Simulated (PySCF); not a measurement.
# The potential of point charges around BeF2

Species: `[F][Be][F]`. Coordinates (PBE0-D3(BJ)/def2-SVP, Å) and charges (e) from the PBE0/pcSseg-1 density (PySCF):

```csv
atom,x,y,z,Mulliken,IAO,Hirshfeld,ESP-fitted
Be1,-0.001,-0.001,0.000,+1.0526,+1.7137,+0.5886,+1.0049
F2,-0.018,-0.022,1.387,-0.5263,-0.8568,-0.2942,-0.5025
F3,0.019,0.023,-1.387,-0.5263,-0.8568,-0.2942,-0.5025
```

Points outside the species (Å): A (0.9, 2.6, -0.5); B (1.4, 1.9, 2.5); C (-0.7, -2.3, -3.3); D (-3.0, 1.1, 0.8).

Task: Find the potential V = 14.3996 V·Å × Σ q/r of each set of charges at these points.

Result: In volts:

```json
{"point": "A", "nearest atom": "Be1", "distance (Å)": "2.80", "Mulliken": "+0.515", "IAO": "+0.839", "Hirshfeld": "+0.289", "ESP-fitted": "+0.491"}
{"point": "B", "nearest atom": "F2", "distance (Å)": "2.64", "Mulliken": "-0.141", "IAO": "-0.229", "Hirshfeld": "-0.078", "ESP-fitted": "-0.135"}
{"point": "C", "nearest atom": "F3", "distance (Å)": "3.09", "Mulliken": "-0.178", "IAO": "-0.290", "Hirshfeld": "-0.099", "ESP-fitted": "-0.171"}
{"point": "D", "nearest atom": "F2", "distance (Å)": "3.24", "Mulliken": "+0.310", "IAO": "+0.505", "Hirshfeld": "+0.174", "ESP-fitted": "+0.296"}
```

Task: How far are the other sets from the ESP-fitted one at these points?

Result: Root-mean-square difference: Mulliken 0.015 V, Hirshfeld 0.127 V, IAO 0.217 V. The ESP scheme fits charges at the nuclei, held to the total charge, to the electrostatic potential on points at 1.4 to 2.0 times the van der Waals radii.

Task: What energy would a point charge of -2 e have at A in the field of the ESP charges, leaving out polarisation?

Result: -0.983 eV = -94.8 kJ/mol, an attraction.

Isolated species at its PBE0-D3(BJ)/def2-SVP geometry, gas phase.
